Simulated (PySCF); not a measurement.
# AsH3: from structure and modes to constants

All numbers come from BP86 in PySCF with As def2-TZVP, H def2-TZVP; no relativity; density-fitted integrals.

The singlet minimum has C3v symmetry. Masses (u): As 74.92160, H 1.00782.

```xyz
4
charge 0 multiplicity 1, angstrom
As    0.0000    0.0000   -0.0342
H     1.2671    0.0000    0.8334
H    -0.6336    1.0974    0.8334
H    -0.6336   -1.0974    0.8334
```

Harmonic wavenumbers (cm⁻¹): 900.7 (a1, ×1), 981.9 (e, ×2), 2118.4 (a1, ×1), 2134.5 (e, ×2).

(1) Find the principal moments of inertia and the rotational constants. What kind of rotor is it?

(2) What is the harmonic zero-point energy?

Answers

(1) About the centre of mass I = 4.615, 4.615, 4.8547 u Å². With B = 16.8576/I this gives 3.653, 3.653, 3.472 cm⁻¹. The molecule is an oblate symmetric top.

(2) Half the sum of all 6 wavenumbers, 9252/2 = 4626 cm⁻¹, which is 55.3 kJ/mol (1 cm⁻¹ = 0.0119627 kJ/mol).
